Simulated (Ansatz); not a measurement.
Input file for Ansatz (a program for electronic structure): R-wB97X-V/def2-TZVPP on CH5BO2 (SMILES COBO).

Ansatz 0.2 input:
```yaml
crystal:
  periodic: [false, false, false]
  atoms:
    - {symbol: C, position_ang: [1.05987954, 0.47670978, -0.26911991]}
    - {symbol: O, position_ang: [0.51523532, -0.76102437, 0.16547532]}
    - {symbol: B, position_ang: [-0.82306205, -0.94864760, 0.32871381]}
    - {symbol: O, position_ang: [-1.77649038, 0.00104827, 0.10135322]}
    - {symbol: H, position_ang: [2.14091028, 0.36277627, -0.31905478]}
    - {symbol: H, position_ang: [0.69347698, 0.74737288, -1.26422714]}
    - {symbol: H, position_ang: [0.82831098, 1.28376852, 0.43284071]}
    - {symbol: H, position_ang: [-1.18567046, -2.01986223, 0.69648440]}
    - {symbol: H, position_ang: [-1.45259019, 0.85785849, -0.19542957]}
basis:
  gaussian:
    orbitals: def2-TZVPP
hamiltonian:
  xc: {name: wB97X-V}
scf: {lower_state_search: off}
```

The head of its log:

```
WARN ansatz: RAYON_NUM_THREADS=1 ignored (pool sized by the plan → 1); use --threads N
Functional definition: wB97X-V
these checks for a lower state are left out or cut short: stability, starts, cluster_reference, orbital_swaps, neighbouring_geometries, increment
integrals: 0.11 GiB planned
946 factors; their error is unknown
integrals: 0.15 GiB planned
244 factors; integrals over basis functions are off by at most 1.1e-5 eV
mean field: 1.05 GiB planned
mean field evaluation 1: about -5886.8131 eV, gradient 5.5e1 eV
mean field evaluation 2: about -5887.2743 eV, gradient 5.5e1 eV
```

**Question.** Give the final energy of this run.

**Answer.** -216.5194 hartree.
